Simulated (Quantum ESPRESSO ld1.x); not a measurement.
Isoelectronic series with 18 electrons, each ion in its NIST ground configuration. Calculated with ld1.x of Quantum ESPRESSO 7.5: scalar-relativistic Kohn-Sham, PBE, spin-unpolarised, spherical densities, point nucleus. Total energies (hartree) and orbital eigenvalues (eV):

ion,configuration,E (hartree),3p,3s,2p,2s
Ar,[Ar],-529.230,-10.2700,-24.2869,-229.886,-296.991
Ca2+,[Ar],-679.659,-43.0597,-62.2360,-350.204,-429.828
Ti4+,[Ar],-850.215,-89.4130,-113.932,-499.774,-592.570
Cr6+,[Ar],-1040.939,-148.626,-178.654,-677.734,-784.430
Fe8+,[Ar],-1251.915,-220.440,-256.170,-883.783,-1005.22
Ni10+,[Ar],-1483.254,-304.747,-346.407,-1117.82,-1254.97
Zn12+,[Ar],-1735.083,-401.501,-449.366,-1379.82,-1533.82
Ge14+,[Ar],-2007.549,-510.693,-565.088,-1669.83,-1842.01
Se16+,[Ar],-2300.811,-632.336,-693.643,-1987.93,-2179.79
Kr18+,[Ar],-2615.047,-766.458,-835.121,-2334.19,-2547.49
Sr20+,[Ar],-2950.448,-913.098,-989.632,-2708.75,-2945.48
Zr22+,[Ar],-3307.221,-1072.30,-1157.30,-3111.73,-3374.17
